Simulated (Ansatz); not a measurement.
Geometry optimisation, Ansatz 0.2.0, RKS PBE-D4/def2-SVP.

input.yaml

```yaml
crystal:
  periodic: [false, false, false]
  atoms:
    - { symbol: C, position_ang: [-0.52516, 1.78291, -0.97931] }
    - { symbol: C, position_ang: [-0.17607, 0.59455, -0.32914] }
    - { symbol: "N", position_ang: [0.11434, -0.38053, 0.20832] }
    - { symbol: Si, position_ang: [0.56614, -1.92442, 1.05701] }
    - { symbol: H, position_ang: [0.02556, 2.62098, -0.54424] }
    - { symbol: H, position_ang: [-1.59731, 1.9672, -0.87078] }
    - { symbol: H, position_ang: [-0.2827, 1.71223, -2.0432] }
    - { symbol: H, position_ang: [-0.32626, -2.84536, 0.36961] }
    - { symbol: H, position_ang: [0.22303, -1.55118, 2.42051] }
    - { symbol: H, position_ang: [1.97844, -1.97637, 0.71121] }
total_charge: 1
basis:
  gaussian: { orbitals: def2-SVP }
hamiltonian:
  xc: pbe
  dispersion: d4
relax:
  f_tol: 0.02
  max_steps: 50
output:
  orbitals: {}
```

Command:

```bash
$ ansatz run input.yaml --threads 2 --pin off --max-ram 3072MiB --backend cpu --events-out ev --progress --plain --runs-dir out
```

**Question.** Where does it end, and by what steps?

**Answer.** It converged. After 4 steps the energy has fallen by 0.132 eV; H9 moved furthest, 0.10 Å.

```json
{"step": "0", "energy less start (eV)": "0.0000", "largest force component (eV/Å)": "1.195", "accepted": "yes"}
{"step": "1", "energy less start (eV)": "-0.1243", "largest force component (eV/Å)": "0.501", "accepted": "yes"}
{"step": "2", "energy less start (eV)": "-0.1316", "largest force component (eV/Å)": "0.116", "accepted": "yes"}
{"step": "3", "energy less start (eV)": "-0.1320", "largest force component (eV/Å)": "0.071", "accepted": "yes"}
{"step": "4", "energy less start (eV)": "-0.1322", "largest force component (eV/Å)": "0.008", "accepted": "yes"}
```

```xyz
10
Properties=species:S:1:pos:R:3
C -0.542 1.840 -1.010
C -0.183 0.621 -0.341
N 0.109 -0.369 0.203
Si 0.570 -1.935 1.063
H 0.020 2.689 -0.565
H -1.632 2.020 -0.897
H -0.292 1.760 -2.090
H -0.315 -2.936 0.404
H 0.243 -1.629 2.484
H 2.021 -2.059 0.751
```

Run time: 5.1 s on 2 threads of Intel(R) Xeon(R) Platinum 8488C (Sapphire Rapids), with other jobs on the host, peak memory 0.14 GiB.
